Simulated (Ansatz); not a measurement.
Basis-set extrapolation for C$_{2}$H$_{6}$BNS (PBE0-D4/def2-TZVP geometry, frozen core, Ansatz). Multiplicity 1, RHF reference.

```csv
,def2-TZVPP,def2-QZVPP
HF,-555.934387,-555.952911
MP2 correlation,-0.828891,-0.886611
CCSD(T) correlation,-0.909069,not run
```

Energies in hartree. Use E(X) = E(∞) + A·exp(−7.88·√X) for Hartree–Fock and E(X) = E(∞) + B·X^(−2.97) for correlation, with X = 3 and 4, and add CCSD(T) minus MP2 of the smaller set to the MP2 limit.

Question: What is the CCSD(T) energy at the basis-set limit?

Answer: HF limit: -555.952911 + (-0.018524) × 0.13774 = -555.95546. MP2 limit: -0.886611 + (-0.057720) × 0.74074 = -0.92937. Higher-order term: -0.909069 − (-0.828891) = -0.08018. Total: -556.96501 hartree, 76.3 kcal/mol below CCSD(T)/def2-TZVPP.
